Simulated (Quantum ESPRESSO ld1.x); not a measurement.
The numbers below are computed, except where a source is named.
Question: The aim is neutral technetium in [Kr] 4d5 5s2. This ld1.x (Quantum ESPRESSO 7.5) run was made with `OMP_NUM_THREADS=1 ld1.x < ld1.in > ld1.out`. Can the result be used? Name any fault.

```
 &input
    zed=43.0,
    iswitch=1,
    rel=-1,
    dft='PBE',
    config='[Kr] 4d5 5s2',
    prefix='ld1',
    max_out_wfc=37,
    file_charge='ld1.rho',
 /
```

Output (excerpt):

```
     Program LD1 v.7.5 starts

 %%%%%%%%%%%%%%%%%%%%%%%%%%%%%%%%%%%%%%%%%%%%%%%%%%%%%%%%%%%%%%%%%%%%%%%%%%%%%%
     Error in routine ld1_readin (1):
     wrong rel
 %%%%%%%%%%%%%%%%%%%%%%%%%%%%%%%%%%%%%%%%%%%%%%%%%%%%%%%%%%%%%%%%%%%%%%%%%%%%%%

     stopping ...
```

Answer: No (refused). The line at issue: rel=-1. The program stops in ld1_readin with "wrong rel": rel takes 0, 1 or 2. The sound input gives -4206.256 hartree.
